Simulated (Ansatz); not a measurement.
Input file for Ansatz (a first-principles code): R-CCSD(T)/aug-cc-pVTZ on GeH3N (SMILES [NH2][GeH]), atoms moved off the minimum. The run froze 15 orbitals, filled d shells among them.

Ansatz 0.2 input:
```yaml
crystal:
  periodic: [false, false, false]
  atoms:
    - {symbol: Ge, position_ang: [-0.12958323, 0.26911391, 0.37624020]}
    - {symbol: H, position_ang: [-0.66634947, 1.31149032, -0.79885465]}
    - {symbol: N, position_ang: [0.58619954, -0.91087194, -0.91544581]}
    - {symbol: H, position_ang: [0.57515550, -0.79989028, -1.87908733]}
    - {symbol: H, position_ang: [0.92040626, -1.79711334, -0.79703159]}
basis:
  gaussian:
    orbitals: aug-cc-pVTZ
magnetization: {spin_polarized: false}
correlation: {method: ccsd_t, electrons: outside_noble_gas}
scf: {lower_state_search: off}
output: {forces: true}
```

Problem. What total energy does the run end on?

Solution. -2131.9719 hartree (reference determinant -2131.6081, T1 diagnostic 0.018).

Problem. How many basis functions does it have, and what does it roughly cost on one machine?

Solution. 174 functions; very roughly 3 core-minutes.
